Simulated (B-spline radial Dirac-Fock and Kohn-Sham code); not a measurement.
**Binding energies of Dy⁵⁵⁺ at several levels of theory**

System: dysprosium as Dy⁵⁵⁺, [Ne] 3s1.

The density-functional columns are spherical, spin-unpolarised Dirac-Kohn-Sham results without Breit or QED terms: −ε is minus the orbital energy of the initial state and ΔSCF the difference of two total energies. The reference in the last column comes from Dirac-Fock (average of configuration) total-energy differences with a finite nucleus, the Breit interaction including its frequency dependence, and self-energy and vacuum-polarisation corrections. All numbers are from a radial atomic solver, in eV; a selection of levels is shown. The Kohn-Sham columns are given as differences from the reference. For the 1s level of heavy atoms much of the gap between ΔSCF and the reference is the Breit and QED part, -235.7 eV here; for other levels the error of the functional can be larger.

```tsv
level	LDA −ε − DF	LDA ΔSCF − DF	Dirac-Fock
L2	-120.0	+39.2	12754.0
L3	-127.9	+18.0	11932.5
M1	-44.2	+5.5	5411.6
```

For the outermost level NIST gives 5412 ± 5 eV (theoretical); the differences from it are LDA −ε -44.56, LDA ΔSCF +5.17, Dirac-Fock -0.38 eV.

Values without a named source are computed, but for edge energies of neutral atoms, which are taken from tables.
